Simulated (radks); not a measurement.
Q: The mean radii <r> (bohr) of the occupied orbitals of an atom or ion are listed with their occupations. Method: Dirac Kohn-Sham, revPBE, spin-unpolarised, spherical densities, point nucleus; computed with a radial shooting solver on a logarithmic mesh with Libxc functionals.

orbital      occ.      <r>
1s1/2           2  0.02506
2s1/2           2   0.1070
2p1/2           2  0.08990
2p3/2           4  0.09600
3s1/2           2   0.2847
3p1/2           2   0.2746
3p3/2           4   0.2866
3d3/2           4   0.2576
3d5/2           6   0.2614
4s1/2           2   0.6553
4p1/2           2   0.6762
4p3/2           4   0.7033
4d3/2           4   0.7653
4d5/2           6   0.7750
5s1/2           1    1.531
5p1/2     1.66667    1.684
5p3/2     3.33333    1.747
4f5/2    0.428571    1.114
4f7/2    0.571429    1.122

Name the element and its charge. Open shells, if any, are shared by 2j + 1.

A: Z = 57, lanthanum, charge +4: La4+ in [Kr] 4d10 5s1 5p5 4f1. The 1s radius gives Z: for a bare nucleus <r> = (2 gamma + 1)/(2Z) with gamma = sqrt(1 - (Z/c)^2), 0.02473 bohr for Z = 57, and screening makes it slightly larger (0.02506 here). The occupations add up to 53, and the charge is Z minus that.
